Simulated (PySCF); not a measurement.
# Calculated NMR data

Method: GIAO PBE0/pcSseg-1 shieldings, geometry from GFN2-xTB, in PySCF 2.14.0 with density-fitted response routines (equivalent nuclei averaged, one conformer, isolated molecule, no relativistic terms).

Shifts are taken against calculated references (same method and geometry level): ¹H (σref 31.72) and ¹³C (σref 186.93) vs TMS. Splittings of carbon signals by F and P are missing where no couplings were computed. Where no couplings were computed, multiplicities follow the n + 1 count of equivalent neighbours, and m marks all less simple cases (inequivalent or close neighbours, rings, F or P nearby). Shifts are as computed. Against solution values, carbons near 30 ppm lie about +3 ppm off and those near 130 ppm about +5 ppm. Of 1211 compounds with measured shifts, 218 miss one by over three times the rms of a fit or turn the order of signals round; such compounds aren't used in these exercises. OH and NH positions are gas-phase values without hydrogen bonding to other molecules.

Compound 1 (C5H5F3N2). ¹H NMR (400 MHz, computed): δ 6.41 (m, 1H), 5.51 (br s, 1H), 4.40 (d, 2H), 1.94 (t, 1H). ¹³C{¹H} NMR (computed): δ 131.4 (C), 116.6 (CH), 84.0 (C), 82.1 (CH), 45.1 (CH2). Structure: `C(C#C)N/N=C/C(F)(F)F`.

Compound 2 (C5H3F3OP2). ¹H NMR (400 MHz, computed): δ 7.80 (m, 1H), 7.37 (m, 1H), 6.92 (m, 1H). ¹³C{¹H} NMR (computed): δ 167.6 (C), 153.4 (CH), 142.2 (C), 133.7 (CH), 121.1 (CH). Structure: SMILES FC(F)(F)/P=P/c1ccco1.
